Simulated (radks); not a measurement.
Values are calculated unless marked as measured or tabulated.
The mean radii <r> (bohr) of the occupied orbitals of an atom or ion are listed with their occupations. Level of theory: scalar-relativistic Kohn-Sham, PBEsol, spin-unpolarised, spherical densities, finite nucleus; Fermi nuclear charge, rms radius of each element as measured or else 0.836 A^(1/3) + 0.57 fm (a radial shooting solver on a logarithmic mesh with Libxc functionals).

| orbital | occ. | <r> |
|---|---|---|
| 1s | 2 | 0.09698 |
| 2s | 2 | 0.4797 |
| 2p | 6 | 0.4429 |
| 3s | 2 | 1.696 |
| 3p | 4 | 2.070 |

Name the element and its charge.

Answer. Z = 16, sulfur, charge 0: S in [Ne] 3s2 3p4. The 1s radius gives Z: for a bare nucleus <r> = (2 gamma + 1)/(2Z) with gamma = sqrt(1 - (Z/c)^2), 0.09332 bohr for Z = 16, and screening makes it slightly larger (0.09698 here). The occupations add up to 16, and the charge is Z minus that.
